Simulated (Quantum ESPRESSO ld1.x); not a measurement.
Question: Cs5+, 50 electrons, occupied as [Kr] 4d10 5s2 5p2. Calculated with ld1.x of Quantum ESPRESSO 7.5: Dirac Kohn-Sham, relativistic LDA (MacDonald-Vosko exchange, VWN5 correlation), spin-unpolarised, spherical densities, point nucleus; open shells are shared between the two j in proportion to 2j + 1. Some entries of the table are withheld. Estimate them.

orbital      occ.  eigenvalue (hartree)  <r^2> (bohr^2)  r(max) (bohr)
1s1/2           2              -1308.90       0.0009319        0.01685
2s1/2           2              -207.360         0.01486            (1)
2p1/2           2              -195.463         0.01094        0.07286
2p3/2           4              -182.644         0.01221        0.07782
3s1/2           2              -44.8271          0.1028         0.2736
3p1/2           2              -39.8120         0.09732         0.2598
3p3/2           4              -37.3539          0.1052         0.2708
3d3/2           4              -28.4675         0.08729         0.2185
3d5/2           6              -27.9428         0.08954         0.2217
4s1/2           2              -10.1722          0.5456            (2)
4p1/2           2              -8.36349          0.5899         0.6565
4p3/2           4              -7.85475          0.6354         0.6808
4d3/2           4                   (3)             (4)         0.7146
4d5/2           6                   (5)             (6)         0.7228
5s1/2           2              -2.89486           2.878          1.485
5p1/2    0.666667              -2.37952           3.455          1.613
5p3/2     1.33333              -2.29166           3.680          1.669

Answer: 
(1) 2s1/2 r(max) (bohr): 0.09536
(2) 4s1/2 r(max) (bohr): 0.6434
(3) 4d3/2 eigenvalue (hartree): -4.89235
(4) 4d3/2 <r^2> (bohr^2): 0.7884
(5) 4d5/2 eigenvalue (hartree): -4.80678
(6) 4d5/2 <r^2> (bohr^2): 0.8074
